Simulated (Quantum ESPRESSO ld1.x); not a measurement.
Values are calculated unless marked as measured or tabulated.
Species: the selenium ion Se3+. Configuration: [Ar] 3d10 4s2 4p1. Code: ld1.x of Quantum ESPRESSO 7.5. Model: Dirac Kohn-Sham, RPBE, spin-unpolarised, spherical densities, point nucleus; open shells are shared between the two j in proportion to 2j + 1.

Unscreened Slater integrals over Kohn-Sham orbitals (hartree). Large and small components are both included. Empty in this configuration: 4f5/2, 4f7/2, 5p1/2, 5p3/2, 5s1/2.

\begin{tabular}{lr}
integral & value \\ \hline
F0(4f7/2,4f7/2) & 0.20376 \\
F2(4f7/2,4f7/2) & 0.11015 \\
F4(4f7/2,4f7/2) & 0.072560 \\
F6(4f7/2,4f7/2) & 0.053335 \\
F0(4f7/2,4f5/2) & 0.20377 \\
F2(4f7/2,4f5/2) & 0.11015 \\
F4(4f7/2,4f5/2) & 0.072561 \\
G2(4f7/2,4f5/2) & 0.11014 \\
G4(4f7/2,4f5/2) & 0.072557 \\
G6(4f7/2,4f5/2) & 0.053333 \\
F0(4f7/2,5p3/2) & 0.20805 \\
F2(4f7/2,5p3/2) & 0.10997 \\
G2(4f7/2,5p3/2) & 0.095868 \\
G4(4f7/2,5p3/2) & 0.068759 \\
F0(4f7/2,5p1/2) & 0.20899 \\
G4(4f7/2,5p1/2) & 0.069367 \\
F0(4f7/2,5s1/2) & 0.22112 \\
G3(4f7/2,5s1/2) & 0.086900 \\
F0(4f5/2,4f5/2) & 0.20378 \\
F2(4f5/2,4f5/2) & 0.11015 \\
F4(4f5/2,4f5/2) & 0.072562 \\
F0(4f5/2,5p3/2) & 0.20806 \\
F2(4f5/2,5p3/2) & 0.10997 \\
G2(4f5/2,5p3/2) & 0.095866 \\
G4(4f5/2,5p3/2) & 0.068757 \\
F0(4f5/2,5p1/2) & 0.20900 \\
G2(4f5/2,5p1/2) & 0.096912 \\
F0(4f5/2,5s1/2) & 0.22113 \\
G3(4f5/2,5s1/2) & 0.086902 \\
F0(5p3/2,5p3/2) & 0.21453 \\
F2(5p3/2,5p3/2) & 0.11422 \\
F0(5p3/2,5p1/2) & 0.21552 \\
G2(5p3/2,5p1/2) & 0.11472 \\
F0(5p3/2,5s1/2) & 0.22793 \\
G1(5p3/2,5s1/2) & 0.14406 \\
F0(5p1/2,5p1/2) & 0.21652 \\
F0(5p1/2,5s1/2) & 0.22920 \\
G1(5p1/2,5s1/2) & 0.14704 \\
F0(5s1/2,5s1/2) & 0.24569 \\
\end{tabular}
